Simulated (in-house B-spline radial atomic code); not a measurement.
Radial electron density of Au, [Xe] 4f14 5d10 6s1. Level of theory: scalar-relativistic (X2C) PBEsol, spin-polarised, spherical fractional occupations, Fermi nucleus of rms radius 5.4371 fm; calculated with an all-electron radial atomic-structure program (B-spline basis).

One-electron X2C: radii and densities carry no picture-change correction, so inner-shell <1/r> comes out high (for 1s by about 2 % at Z = 33, 5 % at 54, 10 % at 75, 30 % at 118) and <r> low.

Columns: r (bohr), 4πr²n(r) (electrons per bohr), bar.

```
0.000317    3.769 #
0.000397    5.117 ##
0.000497    6.912 ##
0.000623     9.31 ###
 0.00078    12.46 ####
0.000977    16.57 #####
 0.00122    21.81 #######
 0.00153    28.58 #########
 0.00192    37.06 ###########
  0.0024    47.15 ##############
 0.00301    59.11 ##################
 0.00377    72.34 ######################
 0.00472    86.02 ##########################
 0.00591    98.77 ##############################
 0.00741    108.7 #################################
 0.00928    113.7 ##################################
  0.0116    112.6 ##################################
  0.0145    106.3 ################################
  0.0182    98.68 ##############################
  0.0228    96.57 #############################
  0.0286    105.9 ################################
  0.0358    125.4 ######################################
  0.0448      144 ###########################################
  0.0561    146.6 ############################################
  0.0703    130.4 #######################################
  0.0881      115 ###################################
    0.11    121.3 ####################################
   0.138    136.7 #########################################
   0.173    125.5 ######################################
   0.217    90.03 ###########################
   0.271    74.91 ######################
    0.34    86.63 ##########################
   0.426     84.3 #########################
   0.533    57.16 #################
   0.668    32.73 ##########
   0.836     23.4 #######
    1.05    18.92 ######
    1.31    13.22 ####
    1.64    7.733 ##
    2.06    4.062 #
    2.58    1.995 #
    3.23   0.8635 
    4.04   0.3054 
    5.06  0.08185 
    6.34  0.01556 
    7.94 0.001886 
    9.94 0.0001291
```

On this grid the curve has 4 maxima, near 0.00928, 0.0561, 0.138, 0.34 bohr.

The 5d up radial function P(r) = rR(r), positive near the nucleus:

```json
{"r (bohr)": "0.00591", "P": "0.000966"}
{"r (bohr)": "0.00928", "P": "0.003115"}
{"r (bohr)": "0.0145", "P": "0.009593"}
{"r (bohr)": "0.0228", "P": "0.02819"}
{"r (bohr)": "0.0358", "P": "0.07415"}
{"r (bohr)": "0.0561", "P": "0.1625"}
{"r (bohr)": "0.0881", "P": "0.263"}
{"r (bohr)": "0.138", "P": "0.2236"}
{"r (bohr)": "0.217", "P": "-0.1077"}
{"r (bohr)": "0.34", "P": "-0.4071"}
{"r (bohr)": "0.533", "P": "-0.07694"}
{"r (bohr)": "0.836", "P": "0.6153"}
{"r (bohr)": "1.31", "P": "0.8472"}
{"r (bohr)": "2.06", "P": "0.5727"}
{"r (bohr)": "3.23", "P": "0.2427"}
{"r (bohr)": "5.06", "P": "0.0603"}
{"r (bohr)": "7.94", "P": "0.007028"}
```
